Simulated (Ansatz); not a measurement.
`C/C=C(\O)[SiH3]` + `C#CS[SiH3]` → `CC#CS[SiH3]` + `C=C(O)[SiH3]`  (formal exchange of groups at a C–C bond)

Computed with Ansatz on PBE0-D4/def2-TZVP structures; ΔE is electronic, products minus reactants. CCSD(T)/CBS is the MP2 limit (def2-TZVPP, def2-QZVPP) plus CCSD(T) − MP2 in def2-TZVPP, frozen cores. Functionals use def2-TZVPP. Each species was taken in one conformer, which may not be the lowest.

Task: Is it downhill or uphill in electronic energy at CCSD(T)/CBS, and by how much? (An estimate is asked.)

Result: Computed: Downhill: ΔE = -10.3 kJ/mol.

Task: What do these levels give: PBE-D4, r2SCAN-D4, ωB97X-V, ωB97M-V, B2PLYP, PBE0? (Best estimate.)

Result: The calculation gave: PBE-D4 -16.5, r2SCAN-D4 -15.5, ωB97X-V -13.6, ωB97M-V -12.7, B2PLYP -14.8, PBE0 -17.6 kJ/mol.

Largest T1 diagnostic among the species: 0.013.

In def2-TZVPP, CCSD(T) changes the Hartree–Fock value by +7.1 kJ/mol (the triples alone add +0.8 kJ/mol) and MP2 by +6.4 kJ/mol.
